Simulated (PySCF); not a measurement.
GeH, charge +1, multiplicity 1. Atoms are numbered in the order given.

```xyz
2

Ge     0.0000     0.0000    -0.0481
H      0.0000     0.0000     1.5400
```
Charge +1, spin multiplicity 1.

Geometry optimised at PBE0-D3(BJ)/def2-TZVPD. The spin state was assumed, not searched.

Level of theory: PySCF with PBE/def2-TZVPD.

Isolated molecule, no solvent.

Computed frontier levels, gap, dipole moment and polarisability:
```yaml
highest_occupied_level: -13.95 eV
lowest_empty_level: -11.21 eV
orbital_gap: 2.73 eV
dipole_moment_about_the_centre_of_nuclear_charge: 0.059 e·Å
mean_static_polarisability: 21.4 bohr³ (3.17 Å³)
polarisability_principal_values: 18.6, 18.6, 26.8 bohr³
```
